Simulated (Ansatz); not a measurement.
Molecule: C$_{3}$H$_{8}$BO, charge 0, multiplicity 2. It need not be the lowest isomer of its formula. 
Coordinates optimised at B3LYP-D3(BJ)/def2-TZVP (Ansatz, a quantum-chemistry and plane-wave program):
```xyz
13

C     -1.0082     1.6127    -0.7118
B     -0.4198     0.3316    -0.1043
C     -1.2837    -0.7380     0.6715
O      0.9302     0.1738    -0.2825
C      1.6388    -0.9506     0.2126
H     -0.3944     2.3342    -1.2412
H     -2.0601     1.8684    -0.6479
H     -2.3383    -0.4673     0.7274
H     -1.2193    -1.7235     0.1975
H     -0.9223    -0.8763     1.6964
H      1.5633    -1.0187     1.3007
H      1.2615    -1.8795    -0.2223
H      2.6853    -0.8299    -0.0630
```
Charge 0, spin multiplicity 2.

Dipole moments at this geometry, in debye (magnitudes).

| level | program | dipole (D) |
|---|---|---|
| SVWN5/def2-TZVPD | Ansatz | 1.17 |
| BLYP/def2-TZVPD | Ansatz | 1.10 |
| r2SCANh/def2-TZVPD | Ansatz | ___ |
| r2SCAN0/def2-TZVPD | Ansatz | 1.08 |
| HSE06/def2-TZVPD | Ansatz | 1.05 |
| CCSD(T)/aug-cc-pVDZ | Ansatz | ___ |

Q: Fill in the missing entries.

A: 
- r2SCANh/def2-TZVPD, dipole (D): 1.08
- CCSD(T)/aug-cc-pVDZ, dipole (D): 1.09
